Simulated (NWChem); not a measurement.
# CH$_{5}$NOSi$_{2}$; SMILES O[Si@H]1N=C[SiH2]1

```xyz
10

O     -0.4535    -1.9819    -0.7830
Si     0.0291    -0.7991     0.2757
N      1.5522     0.0592    -0.1551
C      1.1673     1.2855    -0.2203
Si    -0.7518     1.3792    -0.0356
H     -0.1453    -2.8780    -0.6168
H      0.1640    -1.3778     1.6484
H      1.9108     2.0904    -0.3869
H     -1.4424     1.7014    -1.3235
H     -1.3240     2.2557     1.0365
```
Atoms are numbered in this order, from 1.

All runs: NWChem. Pople sets run with spherical d functions. All runs use the structure optimised with PBE0/def2-SVP. B3LYP is NWChem's, with the RPA form of VWN correlation. GIAO values for the isolated, static molecule; σ is the absolute isotropic shielding, δ = σ(reference) − σ with the isolated reference molecule computed at the same levels (13C: tetramethylsilane, 1H: tetramethylsilane, 17O: water, 29Si: tetramethylsilane).

```
level                δ O1 (ppm)  δ Si2 (ppm)  δ C4 (ppm)  δ Si5 (ppm)  δ H6 (ppm)  δ H8 (ppm)  δ H9 (ppm)
-------------------  ----------  -----------  ----------  -----------  ----------  ----------  ----------
B3LYP/6-311G**             62.4          2.7       211.6        -20.7        2.24       10.30        5.37
PBE/pcSseg-1               66.8         -3.4       212.7        -23.8        2.45       10.39        5.56
Hartree-Fock/6-31G*        27.6         12.7       203.5        -11.5        2.49       10.49        4.74
BHandHLYP/pcSseg-1         50.9          2.2       218.2        -24.6        2.56       10.27        4.78
KT2/pcSseg-1               64.4          0.2       197.0        -19.0        2.45        9.95        5.55
```
